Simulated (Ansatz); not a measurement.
TiH3. The state is a doublet with charge 0. Geometry PBE-D4/def2-TZVP.

```xyz
4

Ti    0.016   -0.231    0.113
H    -1.557    0.290    0.616
H     0.182   -0.653   -1.558
H     1.359    0.594    0.829
```

The 6-31G sets use Cartesian d functions.

Question: Estimate the α-spin orbital energies around the gap (eV) in Ansatz with HF/6-31G, PBE-D4/def2-TZVP, PBE-D4/def2-TZVPD, B97M-V/def2-TZVP, PBE0-D4/def2-TZVP.

Answer: 
```
orbital  HF/6-31G  PBE-D4/def2-TZVP  PBE-D4/def2-TZVPD  B97M-V/def2-TZVP  PBE0-D4/def2-TZVP
 HOMO−9   -488.71           -443.13            -443.17           -450.63            -454.39
 HOMO−8   -488.71           -443.13            -443.17           -450.63            -454.39
 HOMO−7    -82.16            -61.47             -61.51            -65.37             -66.70
 HOMO−6    -53.47            -38.68             -38.72            -40.76             -42.39
 HOMO−5    -52.51            -38.39             -38.42            -40.57             -42.02
 HOMO−4    -52.51            -38.39             -38.42            -40.57             -42.02
 HOMO−3    -14.33             -7.77              -7.80             -8.25              -9.11
 HOMO−2    -11.36             -6.91              -6.95             -7.36              -8.17
 HOMO−1    -11.23             -6.91              -6.95             -7.36              -8.17
   HOMO    -11.23             -4.84              -4.87             -5.48              -6.67
   LUMO      0.53             -4.01              -4.04             -3.74              -2.45
 LUMO+1      1.10             -4.01              -4.04             -3.74              -2.45
 LUMO+2      1.10             -2.99              -3.07             -3.20              -2.01
 LUMO+3      2.87             -2.98              -3.07             -3.20              -2.01
 LUMO+4      3.08             -1.11              -1.73             -1.13              -0.43
 LUMO+5      3.08              1.04               0.83              1.08               1.53
 β HOMO    -11.34             -6.85              -6.88             -7.20              -8.12
 β LUMO      0.66             -3.59              -3.63             -3.16              -2.02
```
